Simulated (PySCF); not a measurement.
# A small calculation by hand: oscillator strength and radiative lifetime

C₂H₇BFNO, SMILES FB(O)NCC.

The structure is a stationary point at PBE-D3(BJ)/def2-SVP. This is a generated structure with no PubChem entry under its InChIKey; it may be hypothetical. One conformer was computed; it need not be the lowest.

TDDFT-PBE/def2-SVPD (PySCF) puts the first singlet state with f over 0.02 at 6.20 eV (vertical), with the transition dipole (-0.449, -0.081, 0.079) in atomic units.

Q: Find the oscillator strength, the wavelength and the radiative lifetime that this transition would have in vacuum if emission retraced absorption.

A: 
|μ|² = 0.2144 au, so |μ| = 1.18 D. ΔE = 6.20/27.211 = 0.2278 hartree. f = (2/3) ΔE |μ|² = 0.033 (the program prints 0.033).
λ = 1239.84/6.20 = 200 nm; ν = 50006 cm⁻¹.
Einstein's coefficient A = 0.6670 ν² f s⁻¹ (ν in cm⁻¹) = 5.4e7 s⁻¹, so τ = 1/A = 18 ns. This state is S2; the lower singlet has f = 0.004. The figure is the radiative limit of this one transition; relaxation, internal conversion, crossing to triplets and a medium change what is measured.
